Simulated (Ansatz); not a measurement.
Breaking the Zn1–H2 bond in FHZn (SMILES [F][ZnH]) (multiplicity 1 held, fragments rigid). Energies count from the point at 1.505 Å.
Geometry at that point (charge 0, multiplicity 1):
```xyz
3

Zn     0.0000     0.0000    -0.3581
H      0.0000     0.0000    -1.8636
F      0.0000     0.0000     1.4008
```

Active spaces are followed from a long bond inwards.

Frozen-core correlation.

The values were computed with Ansatz (a quantum-chemistry and plane-wave program). Values without a source in brackets are computed.

Estimate the energy at R = 4.817 Å that FIC-MRCISD on CASSCF(2,2)/def2-TZVPP returns for this input.

326 kJ/mol

What energy at R = 4.817 Å does FIC-MRCISD+Q on CASSCF(2,2)/def2-TZVPP give?

338 kJ/mol
